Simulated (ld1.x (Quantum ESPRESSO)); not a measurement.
**aluminium (Al): TM pseudisation with PBE, scalar-relativistic reference atom.**

```json
{
 "Element": "Al",
 "Generator": "ld1.x (Quantum ESPRESSO) 7.5",
 "Type": "norm-conserving Troullier–Martins (Kleinman–Bylander form)",
 "Functional": "PBE",
 "Relativity": "scalar-relativistic",
 "Frozen core": "[Ne]",
 "Valence charge": "3",
 "Reference configuration": "3s2 3p0 (charge +1)",
 "Partial waves": "3s (bound): rc 1.70 bohr; 3p (bound, empty): rc 2.05 bohr; 3d channel at 0.3 Ry: rc 1.70 bohr",
 "Local potential": "all-electron potential smoothed inside 1.50 bohr (lloc = -1)",
 "Core correction": "none"
}
```

All-electron outer shells of the reference configuration (PBE, scalar-relativistic, ld1.x):

```json
{"shell": "3s", "level (eV)": "-14.81", "outermost node (bohr)": "0.80", "outermost maximum (bohr)": "2.01"}
{"shell": "3p", "level (eV)": "-9.05", "outermost node (bohr)": "0.81", "outermost maximum (bohr)": "2.39"}
```

Results:

```json
{
  "Cutoffs needed": "10 Ry and 30 Ry (the cutoffs (Ry, on a coarse ladder) from which the occupation-weighted sum of valence levels, in a spherical-Bessel basis at the reference potential, stays within 10 and 1 mRy of its value at 400 Ry)",
  "Ghost test": "no extra level below or beside the all-electron valence levels (s, p, d, f tested) (spherical-Bessel basis up to 400 Ry, 20 bohr box)",
  "Largest excitation error": "+38 meV (all-electron minus pseudo) for 3s1 3p0, out of 7 test configurations"
}
```

Generation and tests took about 1.3 s on one core of a shared server CPU.
